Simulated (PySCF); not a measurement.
## Gas-phase XPS of `O[BH2-][O+]1CCCC1`, computed

Compound: C4H11BO2.
Cartesian coordinates in Å at the PBE0-D3(BJ)/def2-SVP level; atoms count from 1:
```
atom  x, y, z in Å
O1     2.1603    1.3983    0.9219
B2     2.1387    0.5476   -0.1990
O3     0.5221   -0.1036   -0.2601
C4    -0.5183    0.8853   -0.4045
C5    -1.6984    0.3577    0.4092
C6    -1.3545   -1.1155    0.6290
C7     0.1544   -1.0655    0.7299
H8     2.5303    0.9611    1.6912
H9     2.1272    1.1382   -1.2666
H10    2.7723   -0.5002   -0.1371
H11   -0.7281    0.9708   -1.4800
H12   -0.1327    1.8440   -0.0310
H13   -1.7615    0.8800    1.3758
H14   -2.6574    0.5011   -0.1081
H15   -1.6543   -1.7250   -0.2379
H16   -1.8262   -1.5423    1.5253
H17    0.4889   -0.7120    1.7214
H18    0.6727   -2.0020    0.4867
```

Theory: delta-SCF UKS SCAN, pcX-2 on the ionised atom, pcseg-1 elsewhere, spin-free X2C (PySCF 2.14.0). Binding energies are ΔSCF values: E(core-ionised, relaxed orbitals) − E(ground state) at a fixed geometry, referred to the vacuum level.

Q: Give the core binding energies atom by atom.

A: 
| atom(s) | bonded to | level | binding energy (eV) | above the level's lowest (eV) | count |
| --- | --- | --- | --- | --- | --- |
| B2 | 2 O and 2 H | B 1s | 195.35 | 0.00 | 1 |
| C5/C6 | 2 C and 2 H | C 1s | 291.34 | 0.00 | 2 |
| C4/C7 | O, C and 2 H | C 1s | 292.44 | +1.10 | 2 |
| O1 | H and B | O 1s | 537.65 | 0.00 | 1 |
| O3 | 2 C and B | O 1s | 539.44 | +1.79 | 1 |

The listed C 1s values span 1.10 eV, from C5/C6 (bonded to 2 C and 2 H) to C4/C7 (bonded to O, C and 2 H). Summing the Pauling electronegativity differences to the bonded atoms, each weighted by its formal bond order, gives -0.70 for the lowest site and +0.19 for the highest.

The listed O 1s values span 1.79 eV, from O1 (bonded to H and B) to O3 (bonded to 2 C and B).

Q: Give the binding energy of C 1s of C4/C7 in hartree and in kJ/mol.

A: 292.44 eV = 10.7470 Eh = 28216 kJ/mol.

One atom of each set of topologically equivalent atoms was ionised and stands for the set; in this conformer not all members are related by symmetry, and their own values weren't computed. Geometry: PBE0-D3(BJ)/def2-SVP, one conformer, isolated molecule.

Hardware: one thread, Arm Neoverse V1 (aarch64), no GPU, shared host with 32 logical CPUs at a one-minute load of 7.9. Cost: 53 s, 0.76 GiB resident at most.
